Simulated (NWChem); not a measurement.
Species: InH$_{3}$; SMILES [InH3]

Results from NWChem. def2 effective core potentials on In; no spin-orbit coupling. The level has its own optimisation; frequencies are unscaled.

Problem. Predict the results for CAM-B3LYP/def2-SVP (core potentials). Quantities: r H–In (Å); highest harmonic frequency (cm⁻¹); lowest (cm⁻¹); zero-point energy (kcal/mol).

Solution. The r H–In (Å) is 1.726. The highest harmonic frequency (cm⁻¹) is 1830. The lowest (cm⁻¹) comes out as 628 and the zero-point energy (kcal/mol) comes out as 10.5.
